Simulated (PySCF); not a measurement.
PMDA, SMILES O=c1oc(=O)c2cc3c(=O)oc(=O)c3cc12 at its GFN2-xTB optimised geometry (Å):

```
18

O      2.2495    -3.0355     0.0000
C      2.1384    -1.8534     0.0000
O      3.2109    -0.9928     0.0000
C      2.8113     0.3229     0.0000
O      3.5702     1.2360     0.0000
C      1.3214     0.3229     0.0000
C      0.4275     1.3825     0.0000
C     -0.9085     1.0124     0.0000
C     -2.1384     1.8534     0.0000
O     -2.2495     3.0355     0.0000
O     -3.2109     0.9928     0.0000
C     -2.8113    -0.3229     0.0000
O     -3.5702    -1.2360     0.0000
C     -1.3214    -0.3229     0.0000
C     -0.4275    -1.3825     0.0000
C      0.9085    -1.0124     0.0000
H      0.7459     2.4124     0.0000
H     -0.7459    -2.4124     0.0000
```

Calculation: PBE0/def2-SVP run with PySCF. Cells within 0.4 Å of a nucleus heavier than hydrogen are left out (blank, or x).

Map of the log10 of the electron density (e/bohr³), floored at −4 on the plane z = 0.0 Å:

```
|000000000000000000000000000|
|000000000000000000000000000|
|000000000000000000000000000|
|000000123310000000000000000|
|000001355542000000000000000|
|000003578864212210000000000|
|00001469x975334542000000000|
|00002469x975457753223321000|
|000134689975578864356653100|
|00035678xx87789864468875300|
|001468x9889x99x87668xx96300|
|001479x9778x989987789x86300|
|0014689977898789x99x9875300|
|0013578x88x87678x88x8753100|
|0035789x99x9878987799864100|
|00368x987789989x8779x974100|
|00369xx86678x99x9889x864100|
|00357886446898778xx87653000|
|001356653468875579986431000|
|000123322357754579x96420000|
|000000000245433579x96410000|
|000000000012212468875300000|
|000000000000000245553100000|
|000000000000000013321000000|
|000000000000000000000000000|
|000000000000000000000000000|
|000000000000000000000000000|
```
Scale: ten equal steps from -4.00 (start of '0') to -0.190 (end of '9'), in the order '0123456789'; x runs from -6.00 to 6.00, y from -6.00 (bottom) to 6.00 (top).
